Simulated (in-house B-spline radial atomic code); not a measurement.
A run on neutral europium that did not converge. Method: scalar-relativistic (X2C) CAM-B3LYP, spin-polarised, spherical fractional occupations, Fermi nucleus of rms radius 5.1115 fm; computed with a B-spline radial code for spherical atoms. In the input, 2p2,3 would mean two up and three down electrons.

Command:
```bash
python run_scf.py task.json out
```
Settings (nuclear radius in fm, mass in u):
```
Z                63
configuration    1s2 2s2 2p6 3s2 3p6 3d10 4s2 4p6 4d10 4f2,5 5s2 5p6 6s2
hamiltonian      x2c
method           camb3lyp
spin_polarised   True
nucleus          fermi
rms_radius       5.1115
atomic_mass      152.92124
speed_of_light   137.035999084
```

First and last ten iterations of the last attempt (damped for 15 steps, keeping 80 % of the old Fock matrix, then DIIS):
```
 iter        energy (Eh)    residual
    1      -10815.257669    6.15e-01
    2      -10817.547632    9.52e-01
    3      -10830.537545    6.19e-01
    4      -10837.372578    3.58e-01
    5      -10840.757738    2.35e-01
    6      -10842.329482    1.55e-01
    7      -10843.016379    9.86e-02
    8      -10843.305280    6.37e-02
    9      -10843.428221    4.38e-02
   10      -10843.484651    3.42e-02
  111      -10841.822884    1.09e-01
  112      -10841.822409    1.09e-01
  113      -10841.822059    1.09e-01
  114      -10843.553673    3.73e-03
  115      -10843.553658    3.75e-03
  116      -10841.902930    1.09e-01
  117      -10841.903418    1.09e-01
  118      -10841.911197    1.09e-01
  119      -10841.911776    1.09e-01
  120      -10841.929466    1.09e-01
 not converged after 120 iterations
```

The smallest residual met was 3.4e-03; the threshold is about 6e-07. No energy from this run should be used. Run time, properties included: 76 s on 1 thread of Arm Neoverse V2, with other jobs on the host.
